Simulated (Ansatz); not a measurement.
Program: Ansatz. Geometries: PBE0-D4/def2-TZVP. ΔE: electronic, gas phase. CBS: MP2 limit from def2 TZ/QZ plus the TZ coupled-cluster correction, frozen cores. This one scheme is used for every species. DFT in def2-TZVPP. Each species was taken in one conformer, which may not be the lowest.

Consider the cleavage of the Al–Al bond: `[OH][AlH][AlH2]` + `C[Si](O)(F)Cl` → `C[Si](F)(Cl)[O][AlH2]` + `[OH][AlH2]`.

```json
{"level": "r2SCAN-D4", "ΔE (kJ/mol)": "-164.0"}
{"level": "PBE0-D4", "ΔE (kJ/mol)": "-146.5"}
{"level": "ωB97M-V", "ΔE (kJ/mol)": "-173.0"}
{"level": "r2SCAN", "ΔE (kJ/mol)": "-163.0"}
{"level": "PBE0", "ΔE (kJ/mol)": "-143.8"}
{"level": "HF/def2-TZVPP", "ΔE (kJ/mol)": "-177.7"}
{"level": "CCSD/def2-TZVPP", "ΔE (kJ/mol)": "-165.5"}
{"level": "HF/CBS(def2)", "ΔE (kJ/mol)": "-180.8"}
```

Problem. What does CCSD(T)/CBS give? (Estimate.)

Solution. Computed: -165.0 kJ/mol. The listed levels differ from it by 1.0, 18.5, -8.0, 2.0, 21.2, -12.7, -0.5, -15.8 kJ/mol.

Largest T1 diagnostic among the species: 0.013.

From PBE to PBE0 (25 % exact exchange), in def2-TZVPP and without D4, ΔE moves by −6.1 kJ/mol. The D4 term adds −4.7 kJ/mol with B3LYP and −2.7 kJ/mol with PBE0; it sums over pairs of atoms, weighted by their polarisabilities, and B3LYP, whose exchange is more repulsive, gets the larger term.

B3LYP here is the variant with VWN-RPA as its local correlation; programs differ in this.
